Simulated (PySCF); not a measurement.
## Levels of In⁴⁴⁺ from EOM-EA-GCCSD

Reference: closed-shell In⁴⁵⁺, [He] 2s2; one electron is added. Calculated with PySCF 2.14, two-component X2C-1e with screened spin-orbit coupling, an uncontracted even-tempered set (17 s from 5.8 bohr⁻², ratio 2.6; 13 p from 7.5 bohr⁻², ratio 2.6; 7 d from 7.7 bohr⁻², ratio 2.8; 4 f from 150 bohr⁻², ratio 2.8); frozen nothing; the 38 highest virtual spinors dropped; of the others 50 kept and the rest restored at second order. No Breit or QED terms. Binding energies in eV.

| level | Koopmans | second order | EOM-CCSD |
| --- | --- | --- | --- |
| 2p1/2 | 7453.5 | 7453.0 | 7450.0 |
| 2p3/2 | 7214.6 | 7215.2 | 7214.7 |

For comparison, the ionisation energy of In⁴⁴⁺ is 7442 ± 6 eV (semi-empirical (NIST evaluation); NIST Atomic Spectra Database, ionization energies).

Only part of the computed levels is shown.
